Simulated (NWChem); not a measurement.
System: AlH2 cation; SMILES [AlH2+]

All runs: NWChem. Medium grid unless said otherwise, to which SCAN and Minnesota functionals are sensitive. Coordinates come from a PBE0-D3(BJ)/def2-TZVP optimisation. B3LYP is NWChem's, with the RPA form of VWN correlation. Total energies of different functionals are on different scales.

| level | energy (Ha) | highest occupied level (eV) | orbital gap (eV) |
|---|---|---|---|
| B3LYP/def2-TZVP | -243.3279 | -15.99 | 7.57 |
| PBE/def2-TZVP | -243.1567 | -14.91 | 5.91 |
| CAM-B3LYP/def2-TZVP | -243.3032 | -17.59 | 10.39 |
| HCTH/407/def2-TZVP | -243.3288 | -15.07 | 6.09 |
| BLYP/def2-TZVP | -243.3075 | -14.84 | 5.87 |
| B3PW91/def2-TZVP | -243.2722 | -15.98 | 7.70 |
| M06-2X/def2-TZVP | -243.2745 | -17.32 | 9.75 |
| MPW1K/def2-TZVP | -243.3053 | -17.12 | 9.58 |
